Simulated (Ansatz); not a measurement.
Input for Ansatz (development build ahead of 0.2.0):

```yaml
crystal:
  periodic: [false, false, false]
  atoms:
    - { symbol: Sm, position_ang: [0.0, 0.0, 0.0] }
    - { symbol: H, position_ang: [0.0, 0.0, 1.991] }
basis:
  gaussian: { orbitals: def2-TZVPP }
magnetization:
  spin_polarized: true
  initial_magnetization: 5
hamiltonian:
  xc: pbe
```

The input is written out in the form of the current development build from the run's settings. The basis set brings a core potential for Sm, so the total leaves out those core electrons.

Results

```yaml
Converged: yes
Total_energy: -658.57489 hartree
Spin_squared_of_the_determinant: 9.699
Stability_test: minimum
```

Caution: another spin multiplicity may lie lower; the unrestricted determinant is a mixture of spin states.
